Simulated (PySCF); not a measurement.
## Zn: excitation energy

Zn [Ar] 3d10 4s2 (1S) → Zn [Ar] 3d10 4s1 4p1 (3P), as a difference of total energies. All numbers are calculated (PySCF 2.14, no relativity, point nucleus, in def2-QZVPPD). Correlated levels: valence: [Ar] frozen. The calculations carry no spin-orbit coupling.

```
           method  excitation energy (eV)
              UHF                   2.562
    MP2 (valence)                   3.715
SCS-MP2 (valence)                   3.827
   CCSD (valence)                   3.725
CCSD(T) (valence)                   3.833
```

**Question.** How much does correlation contribute at CCSD(T) (valence)?

**Answer.** 3.833 − (2.562) = 1.271 eV, measured against UHF.

These non-relativistic numbers lack the scalar-relativistic shift.

Errors of the correlated levels include the incompleteness of this basis and the frozen core.

For comparison: 4.054 eV (measured; NIST levels, between the centres of gravity of the two terms).
